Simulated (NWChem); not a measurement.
BF2 cation

```xyz
3

F      0.0000     0.0000    -1.2264
B      0.0000     0.0000     0.0000
F      0.0000     0.0000     1.2264
```
Atoms are numbered in this order, from 1.

All runs use the structure optimised with PBE0-D3(BJ)/def2-TZVP.

 Unshifted, non-relativistic core excitations; the lowest 4 roots alone, so stronger bands may lie above.

**Question.** List the first B K-edge excitations from PBE0/6-311G** (spherical d), restricted-window TDA (NWChem).

**Answer.** 
```tsv
state	energy (eV)	dipole oscillator strength	leading excitation (squared amplitude)
S1	187.4	0.0959	1s of atom 2 or its equivalents → LUMO+1 (0.97)
S2	187.4	0.0959	1s of atom 2 or its equivalents → LUMO+2 (0.97)
S3	188.1	0.0000	1s of atom 2 or its equivalents → LUMO (1.00)
S4	196.5	0.0011	1s of atom 2 or its equivalents → LUMO+3 (1.00)
```
